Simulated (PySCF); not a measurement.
## `InChI=1S/C4H4OSe/c1-6-4-2-3-5/h3H,1H3`

Molfile (atoms numbered from 1):
```
C4H4OSe
     RDKit          3D

 10  9  0  0  0  0  0  0  0  0999 V2000
   -2.3298   -0.1312   -0.1238 C   0  0  0  0  0  0  0  0  0  0  0  0
   -1.0970   -1.6543   -0.0350 Se  0  0  0  0  0  2  0  0  0  0  0  0
    0.4356   -0.7190   -0.1423 C   0  0  0  0  0  0  0  0  0  0  0  0
    1.5003   -0.1354   -0.2116 C   0  0  0  0  0  0  0  0  0  0  0  0
    2.7202    0.5772   -0.2945 C   0  0  0  0  0  0  0  0  0  0  0  0
    2.8395    1.7740   -0.3879 O   0  0  0  0  0  0  0  0  0  0  0  0
   -3.3394   -0.5290   -0.0611 H   0  0  0  0  0  0  0  0  0  0  0  0
   -2.1862    0.3880   -1.0678 H   0  0  0  0  0  0  0  0  0  0  0  0
   -2.1332    0.5342    0.7127 H   0  0  0  0  0  0  0  0  0  0  0  0
    3.5990   -0.0999   -0.2642 H   0  0  0  0  0  0  0  0  0  0  0  0
  1  2  1  0
  2  3  1  0
  3  4  3  0
  4  5  1  0
  5  6  2  0
  1  7  1  0
  1  8  1  0
  1  9  1  0
  5 10  1  0
M  END
```

Computed with PySCF, TDDFT PBE0/def2-SVPD excited states, vertical, gas phase. Geometry: GFN2-xTB.

The calculation is non-relativistic, which matters for the atoms heavier than Zn.

Q: How strongly do the lowest singlets absorb one photon, and two photons of half the energy?

A: δ for parallel linear polarisation; σ at the peak of a Lorentzian of half width 0.1 eV, single beam; Ω is circular over linear.
```
state  E (eV)      f  photon λ (nm)  δ (au)  σ (GM)     Ω                main
   S1    3.84  0.000            646    <0.1    0.00     –    HOMO−1→LUMO 0.98
   S2    4.53  0.001            548    2.79    0.02  1.07    HOMO→LUMO+1 0.98
   S3    4.55  0.322            545     846    6.42  0.74      HOMO→LUMO 0.92
   S4    4.96  0.000            500    0.49    0.00  1.49    HOMO−2→LUMO 0.98
   S5    5.81  0.002            426    15.2    0.19  0.81  HOMO−1→LUMO+1 0.95
```

Among these, the strongest one-photon state is S3, the strongest two-photon state S3, with a dipole change of 3.9 D (relaxed, norm of the difference vector).
